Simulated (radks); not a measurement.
Values are calculated unless marked as measured or tabulated.
The lithium ion Li2+ inside a hard spherical wall (all orbitals vanish at R), configuration held at 1s1 and not refilled when levels cross. Level of theory: scalar-relativistic Kohn-Sham, LDA (Slater exchange, Perdew-Wang correlation), spin-polarised, spherical densities, finite nucleus; open shells are filled with parallel spins first; Fermi nuclear charge, rms radius 2.444 fm (a radial shooting solver on a logarithmic mesh with Libxc functionals). Eigenvalues in eV for spin up, with the zero of energy where the potential of the charges vanishes at infinity; a dash marks a level that is unbound or too diffuse for the functional's potential to be trusted. A positive occupied level is held by the wall or, in an anion where self-interaction has pushed it up, behind a barrier. The pressure on the wall is -dE/dV.

\begin{tabular}{lrrrrrr}
R (bohr) & E (hartree) & kinetic (hartree) & e(1s) & e(2s, empty) & e(2p, empty) & pressure (GPa) \\ \hline
free & -4.40264 & 4.382 & -102.01 & -18.555 & -17.285 & 0 \\
20 & -4.40264 & 4.382 & -102.01 & -18.555 & -17.285 & < 0.0001 \\
15 & -4.40264 & 4.382 & -102.01 & -18.555 & -17.285 & < 0.0001 \\
8 & -4.40264 & 4.382 & -102.01 & -18.553 & -17.283 & < 0.0001 \\
6 & -4.40264 & 4.382 & -102.01 & -18.486 & -17.239 & < 0.0001 \\
5 & -4.40264 & 4.382 & -102.01 & -18.205 & -17.060 & < 0.0001 \\
3 & -4.40257 & 4.383 & -102.00 & -11.166 & -12.975 & 0.0856 \\
1.5 & -4.32345 & 4.829 & -98.735 & 80.862 & 34.202 & 366 \\
\end{tabular}
